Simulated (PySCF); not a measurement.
Ge(H)3(OH) (GeH4O), SMILES [GeH3][OH].

The structure is a stationary point at PBE0-D3(BJ)/def2-TZVP.

Method: ωB97X/def2-TZVPD in PySCF.

Q: Estimate the frontier levels, gap, dipole moment and polarisability. (An estimate is asked for; the answer gives what the named calculation found.)

A: 
The highest occupied level is -10.94 eV, the lowest empty level is 1.55 eV and the orbital gap comes out as 12.49 eV. The dipole moment is 1.52 D, the quadrupole, principal values (traceless, Buckingham form, about the centre of nuclear charge) is -4.52, -1.11, 5.63 D·Å and the mean static polarisability is 37.2 bohr³ (5.52 Å³). The polarisability, principal values is 36.7, 36.9, 38.1 bohr³.
